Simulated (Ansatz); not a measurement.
`Cl[SiH]1C=C1` and `C[SiH]1C=C1` differ in one atom or group.

Ansatz, PBE0-D4/def2-TZVP geometries, multiplicity 1. 

| property | `Cl[SiH]1C=C1` |
| --- | --- |
| LUMO energy (PBE0/def2-TZVPP) / eV | -0.58 |
| size of the dipole moment (ωB97M-V/def2-TZVPP) / D | 1.49 |
| zero-point energy (PBE0-D4/def2-TZVP) / kJ/mol | 107.8 |
| LUMO energy (PBE/def2-TZVPP) / eV | -1.66 |
| LUMO energy (ωB97M-V/def2-TZVPP) / eV | 1.58 |
| size of the dipole moment (B3LYP/def2-TZVPP) / D | 1.49 |

(1) Give the same properties after the change, and the shifts. (An estimate is asked.)

Results:

(1) The calculation gave: 
| property | `C[SiH]1C=C1` | shift |
| --- | --- | --- |
| LUMO energy (PBE0/def2-TZVPP) / eV | -0.11 | 0.47 |
| size of the dipole moment (ωB97M-V/def2-TZVPP) / D | 0.68 | -0.81 |
| zero-point energy (PBE0-D4/def2-TZVP) / kJ/mol | 198.8 | 91.0 |
| LUMO energy (PBE/def2-TZVPP) / eV | -1.19 | 0.47 |
| LUMO energy (ωB97M-V/def2-TZVPP) / eV | 1.99 | 0.41 |
| size of the dipole moment (B3LYP/def2-TZVPP) / D | 0.67 | -0.82 |

The zero-point energy changes by 91.0 kJ/mol with +9 modes. Dipoles are sizes alone; their direction can turn.

B3LYP here is the variant with VWN-RPA as its local correlation; programs differ in this.
